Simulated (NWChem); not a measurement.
Species: Ge anion, quartet

Computed with NWChem. Spin-unrestricted. Sets without diffuse functions describe the anion's extra electron poorly. No stability test was run on the SCF state.

For level UHF/cc-pVQZ:

```yaml
highest occupied level (eV): -1.48
lowest empty minus highest occupied level, either spin (eV): 8.27
```

Task: How do the values read with level UHF/cc-pVTZ instead?

Result: 
| Property | Value |
|---|---|
| highest occupied level (eV) | -1.30 |
| lowest empty minus highest occupied level, either spin (eV) | 8.92 |
